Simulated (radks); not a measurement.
Q: Pd IV, 43 electrons, occupied as [Kr] 4d7. Method: Dirac Kohn-Sham, LDA (Slater exchange, Perdew-Wang correlation), spin-unpolarised, spherical densities, finite nucleus; open shells are shared between the two j in proportion to 2j + 1; Fermi nuclear charge, rms radius 4.5318 fm; computed with a radial shooting solver on a logarithmic mesh with Libxc functionals.

Spin-orbit splittings of the eigenvalues, e(l+1/2) - e(l-1/2), with zeta = 2 splitting/(2l+1) and mean radii in bohr:

| shell | occ. | splitting (eV) | zeta (eV) | <r> j=l-1/2 | <r> j=l+1/2 |
|---|---|---|---|---|---|
| 2p | 6 | 159.1 | 106.1 | 0.1172 | 0.1222 |
| 3p | 6 | 27.76 | 18.50 | 0.3716 | 0.3825 |
| 3d | 10 | 5.542 | 2.217 | 0.3558 | 0.3593 |
| 4p | 6 | 4.657 | 3.105 | 1.003 | 1.033 |
| 4d | 7 | ? | ? | 1.299 | 1.313 |

Estimate the 4d splitting.

A: 0.5811 eV (zeta = 0.2324 eV).
